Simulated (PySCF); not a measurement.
CHBrClF, SMILES Br[C@@H](Cl)F. Atoms are numbered in the order given.

```xyz
5

C     -0.5990    -0.4728     0.3775
F     -0.9173    -1.5475    -0.3534
Cl    -1.7825     0.8228     0.1053
Br     1.2215     0.1001    -0.0663
H     -0.5987    -0.7246     1.4449
```

Geometry: B3LYP-D3(BJ)/def2-SVP.

Two levels are set side by side: PBE/pcSseg-1 (PySCF) and PBE0/pcSseg-1 (PySCF). GIAO shifts against CFCl3 (¹⁹F), HCl (³⁵Cl), TMS (¹H), TMS (¹³C) at the same level; non-relativistic, no solvent, atoms listed together averaged. Without spin–orbit terms, shifts of atoms bonded to Cl or Br come out too high at both levels. Differences are taken from unrounded values.

| quantity | PBE0 |
|---|---|
| δ(¹³C) of C1 (ppm) | 126.6 |
| δ(¹⁹F) of F2 (ppm) | -91.0 |
| δ(³⁵Cl) of Cl3 (ppm) | 384.5 |
| δ(¹H) of H5 (ppm) | 8.02 |

Question: What does PBE give, and how far is it from PBE0? (The exact figures need the calculation; the answer reports its results.)

Answer: 
```json
[
 {"quantity": "δ(¹³C) of C1 (ppm)", "PBE": "134.0", "PBE minus PBE0": "7.4"},
 {"quantity": "δ(¹⁹F) of F2 (ppm)", "PBE": "-93.6", "PBE minus PBE0": "-2.6"},
 {"quantity": "δ(³⁵Cl) of Cl3 (ppm)", "PBE": "419.4", "PBE minus PBE0": "34.9"},
 {"quantity": "δ(¹H) of H5 (ppm)", "PBE": "8.43", "PBE minus PBE0": "0.41"}
]
```

Rough cost on one machine, each run with all the roots and properties that it gave: PBE0 against PBE within a factor of 2.
